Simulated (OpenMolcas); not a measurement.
V3+ (d2) in a complex was computed by CASSCF with the d shell active (OpenMolcas, ANO-RCC-VTZP on the metal). Its lowest spin-free states, and all those of the highest spin:

```json
{"2S+1": "3", "Degeneracy": "3", "E (cm-1)": "0.0"}
{"2S+1": "3", "Degeneracy": "3", "E (cm-1)": "10761"}
{"2S+1": "1", "Degeneracy": "3", "E (cm-1)": "14184"}
{"2S+1": "1", "Degeneracy": "2", "E (cm-1)": "14658"}
{"2S+1": "3", "Degeneracy": "1", "E (cm-1)": "22970"}
{"2S+1": "3", "Degeneracy": "3", "E (cm-1)": "24478"}
{"2S+1": "1", "Degeneracy": "3", "E (cm-1)": "27204"}
{"2S+1": "1", "Degeneracy": "1", "E (cm-1)": "27825"}
{"2S+1": "1", "Degeneracy": "3", "E (cm-1)": "30176"}
{"2S+1": "1", "Degeneracy": "2", "E (cm-1)": "39090"}
{"2S+1": "1", "Degeneracy": "1", "E (cm-1)": "61234"}
```

Is the site octahedral, tetrahedral or cube-like, axial, or of lower symmetry?

The states with 2S+1 = 3 have orbital degeneracies 3, 3, 1, 3. Threefold states need a cubic site. For d2 at this spin an octahedron puts the threefold T1 below the threefold T2 and a tetrahedron or cube puts the single A2 below the threefold T2, so the site is octahedral. The run had V3+ with 6 ligands (water) in octahedral coordination (Th) at 2.1 Å. Ligand basis ANO-RCC-VDZP.

An orbital triplet at a regular site is open to Jahn-Teller coupling, which can distort the site and quench the lowest spin-orbit gaps and is left out. Without dynamic correlation the repulsion within the d shell is too large (B by tens of per cent), so at a given field states of lower spin stand too high. Ligand-to-metal charge-transfer states are missing. With no ligand orbital active B as a rule stays too high, so bands that hang on it stand too high and its fall with covalency is understated. With metal d orbitals alone the field can be off either way by tens of per cent. The distance lies 5 % over the 2 Å that this model takes as the normal distance (a Shannon-type radius plus a fixed donor radius); by an R⁻⁵ law this alone changes a d-shell field by about -22 %. No measured value stands beside these numbers; the geometry is a model, was not optimised and need not be the one that this ion takes.
